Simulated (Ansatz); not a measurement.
`O[SiH2]CCl` + HCl → `ClC[SiH2]Cl` + H₂O  (ligand exchange at the Si–O bond)

Computed with Ansatz on PBE0-D4/def2-TZVP structures; ΔE is electronic, products minus reactants. CCSD(T)/CBS is the MP2 limit (def2-TZVPP, def2-QZVPP) plus CCSD(T) − MP2 in def2-TZVPP, frozen cores. This one scheme is used for every species. Functionals use def2-TZVPP. HSE06 is defined as in plane-wave codes. One conformer a species, not always the lowest.

(1) Is it downhill or uphill in electronic energy at CCSD(T)/CBS, and by how much? (Estimate.)

(2) What do these levels give: HSE06-D4, PBE-QIDH, r2SCAN, BHLYP, HF/def2-TZVPP, MP2/def2-TZVPP? (An estimate is asked.)

(3) What do rigid-rotor, harmonic-oscillator terms from PBE0-D4/def2-TZVP frequencies (298.15 K, 1 bar) make of the CCSD(T)/CBS value? (An estimate is asked.)

Largest T1 diagnostic among the species: 0.010.

## Answers

(1) The calculation gave: Downhill: ΔE = -0.07 eV.

(2) Ansatz gave: HSE06-D4 -0.11, PBE-QIDH -0.08, r2SCAN -0.05, BHLYP 0.00, HF/def2-TZVPP 0.02, MP2/def2-TZVPP -0.06 eV.

(3) Computed: ΔZPE = +0.06 eV, ΔH = -0.01 eV, ΔS = 8 J/(mol·K), ΔG = -0.03 eV.

At CCSD(T), def2-SVP lies +0.04 eV from the extrapolated value and def2-TZVPP +0.05 eV. Leaving LDA and LC-ωPBE aside and taking each functional with its dispersion term where it has one, the values, not all of them listed here, spread over 0.13 eV, from revPBE-D4 to CAM-B3LYP-D4. LDA lies +0.07 eV from PBE without D4.
